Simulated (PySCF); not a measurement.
C5H6Se, SMILES C=CC1=C[Se]C1.

Coordinates come from a B3LYP-D3(BJ)/def2-SVP optimisation. The structure was generated by enumeration, and PubChem lists no compound with its InChIKey, so it may never have been made. The values are those of a single conformer.

Level of theory: PySCF with r2SCAN/def2-TZVP.

Gas-phase values at a fixed geometry.

The total energy comes out as -2595.57084 hartree. The point group is Cs. The highest occupied level is -5.05 eV, the lowest empty level is -1.78 eV and the orbital gap is 3.27 eV. The dipole moment is 0.95 D and the quadrupole, principal values (traceless, Buckingham form, about the centre of nuclear charge) comes out as -6.58, -1.31, 7.89 D·Å. The mean static polarisability is 91.5 bohr³ (13.57 Å³) and the polarisability, principal values is 53.3, 78.4, 143.0 bohr³.
